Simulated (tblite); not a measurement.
Compound: 3-methoxybenzenethiol, C₇H₈OS.
Numbering: `[CH3:1][O:2][c:3]1[cH:4][cH:5][cH:6][c:7]([SH:8])[cH:9]1` (hydrogens: H10, H11, H12 on C1; H13 on C4; H14 on C5; H15 on C6; H16 on S8; H17 on C9)

Computed with GFN2-xTB (tblite), gas phase: Langevin dynamics at 200 K from the optimised GFN2-xTB geometry, time step 0.5 fs, friction 0.01 fs⁻¹, 2000 steps. The instantaneous temperature is 2·E(kin)/(3Nk) with all 3N coordinates.

| t (fs) | T (K) | E(pot) above start (eV) | C1–O2 (Å) | O2–C3 (Å) | C3–C4 (Å) | C4–C5 (Å) | C5–C6 (Å) | C1–H10 (Å) | C1–O2–C3–C4 (°) |
| --- | --- | --- | --- | --- | --- | --- | --- | --- | --- |
| 0 | 173 | 0.000 | 1.407 | 1.361 | 1.390 | 1.386 | 1.379 | 1.095 | -1 |
| 25 | 140 | 0.253 | 1.402 | 1.336 | 1.367 | 1.377 | 1.416 | 1.099 | 9 |
| 50 | 116 | 0.361 | 1.420 | 1.357 | 1.384 | 1.403 | 1.418 | 1.086 | 4 |
| 75 | 171 | 0.257 | 1.405 | 1.320 | 1.392 | 1.410 | 1.391 | 1.104 | -6 |
| 100 | 144 | 0.334 | 1.400 | 1.365 | 1.418 | 1.432 | 1.350 | 1.103 | -8 |
| 125 | 175 | 0.354 | 1.383 | 1.352 | 1.420 | 1.402 | 1.370 | 1.095 | -11 |
| 150 | 208 | 0.232 | 1.386 | 1.373 | 1.387 | 1.378 | 1.412 | 1.104 | 8 |
| 175 | 150 | 0.315 | 1.397 | 1.369 | 1.393 | 1.384 | 1.408 | 1.119 | 12 |
| 200 | 139 | 0.269 | 1.412 | 1.365 | 1.398 | 1.378 | 1.383 | 1.099 | 3 |
| 225 | 149 | 0.319 | 1.411 | 1.370 | 1.390 | 1.387 | 1.359 | 1.082 | -5 |
| 250 | 164 | 0.346 | 1.382 | 1.385 | 1.429 | 1.403 | 1.353 | 1.111 | -2 |
| 275 | 192 | 0.288 | 1.367 | 1.331 | 1.401 | 1.405 | 1.371 | 1.129 | -1 |
| 300 | 191 | 0.338 | 1.424 | 1.357 | 1.373 | 1.382 | 1.398 | 1.086 | -3 |
| 325 | 188 | 0.440 | 1.464 | 1.362 | 1.349 | 1.370 | 1.398 | 1.027 | 6 |
| 350 | 199 | 0.447 | 1.427 | 1.341 | 1.378 | 1.397 | 1.372 | 1.075 | -17 |
| 375 | 160 | 0.453 | 1.379 | 1.349 | 1.403 | 1.422 | 1.341 | 1.138 | -12 |
| 400 | 188 | 0.372 | 1.391 | 1.371 | 1.392 | 1.396 | 1.358 | 1.135 | -16 |
| 425 | 210 | 0.333 | 1.446 | 1.354 | 1.371 | 1.359 | 1.364 | 1.092 | 1 |
| 450 | 193 | 0.315 | 1.460 | 1.393 | 1.385 | 1.372 | 1.362 | 1.089 | -2 |
| 475 | 156 | 0.446 | 1.395 | 1.338 | 1.367 | 1.382 | 1.398 | 1.103 | 3 |
| 500 | 242 | 0.327 | 1.379 | 1.354 | 1.387 | 1.431 | 1.405 | 1.110 | 2 |
| 525 | 250 | 0.540 | 1.461 | 1.374 | 1.419 | 1.414 | 1.406 | 1.059 | 1 |
| 550 | 206 | 0.602 | 1.458 | 1.340 | 1.391 | 1.378 | 1.373 | 1.053 | 11 |
| 575 | 239 | 0.462 | 1.387 | 1.368 | 1.386 | 1.374 | 1.362 | 1.081 | 14 |
| 600 | 200 | 0.595 | 1.366 | 1.403 | 1.430 | 1.391 | 1.374 | 1.095 | 13 |
| 625 | 192 | 0.423 | 1.381 | 1.373 | 1.394 | 1.399 | 1.370 | 1.102 | -1 |
| 650 | 137 | 0.458 | 1.412 | 1.375 | 1.391 | 1.395 | 1.397 | 1.068 | -1 |
| 675 | 223 | 0.289 | 1.402 | 1.341 | 1.390 | 1.374 | 1.388 | 1.089 | 2 |
| 700 | 171 | 0.337 | 1.407 | 1.365 | 1.418 | 1.396 | 1.379 | 1.126 | 11 |
| 725 | 141 | 0.380 | 1.420 | 1.349 | 1.403 | 1.379 | 1.374 | 1.152 | 7 |
| 750 | 156 | 0.402 | 1.423 | 1.335 | 1.366 | 1.351 | 1.417 | 1.125 | 22 |
| 775 | 219 | 0.307 | 1.447 | 1.360 | 1.383 | 1.378 | 1.404 | 1.057 | 8 |
| 800 | 195 | 0.363 | 1.401 | 1.348 | 1.400 | 1.400 | 1.377 | 1.050 | 1 |
| 825 | 205 | 0.328 | 1.391 | 1.352 | 1.433 | 1.396 | 1.368 | 1.105 | 2 |
| 850 | 182 | 0.262 | 1.418 | 1.385 | 1.405 | 1.387 | 1.364 | 1.146 | 4 |
| 875 | 185 | 0.239 | 1.402 | 1.375 | 1.354 | 1.373 | 1.366 | 1.105 | 10 |
| 900 | 251 | 0.339 | 1.410 | 1.381 | 1.384 | 1.410 | 1.371 | 1.098 | -1 |
| 925 | 220 | 0.374 | 1.382 | 1.360 | 1.399 | 1.412 | 1.364 | 1.083 | -23 |
| 950 | 154 | 0.386 | 1.398 | 1.358 | 1.392 | 1.409 | 1.357 | 1.095 | -17 |
| 975 | 216 | 0.282 | 1.376 | 1.343 | 1.391 | 1.411 | 1.366 | 1.105 | -10 |
| 1000 | 160 | 0.386 | 1.393 | 1.362 | 1.398 | 1.407 | 1.366 | 1.099 | -18 |

**Question.** From 500 fs on, how do temperature and potential energy compare with equipartition?

**Answer.** The mean temperature of these 21 frames is 197 K against the target 200 K, and the mean potential energy 0.38 eV against 45 × kT/2 = 0.39 eV for 45 classical harmonic modes. For 17 atoms in a canonical ensemble the temperature itself scatters by T·√(2/(3N)) = 40 K; here its standard deviation is 34 K. The whole run lasts only 10 friction times of 100 fs, so these averages carry a wide statistical error.

**Question.** What are the kinetic and total energies of the listed frame with the highest potential energy?

**Answer.** The one at 550 fs, 0.602 eV above the start. Its kinetic energy is 3NkT/2 = 0.453 eV at 206 K, so the sum is 1.06 eV; over the listed frames the sum runs from 0.38 to 1.09 eV, since the thermostat adds and removes energy.

**Question.** How much do the listed bonds fluctuate from 500 fs on?

**Answer.** 
```csv
bond,at the start (Å),mean (Å),standard deviation (Å)
C1–O2,1.407,1.406,0.025
O2–C3,1.361,1.362,0.017
C3–C4,1.390,1.396,0.018
C4–C5,1.386,1.394,0.018
C5–C6,1.379,1.378,0.017
C1–H10,1.095,1.095,0.027
```

The motion is classical and holds no zero-point motion.

What follows is the cost of the whole dynamics run. Time: 15 s wall; peak memory 0.18 GiB. Hardware: one thread of an Arm Neoverse V1, on a shared host.
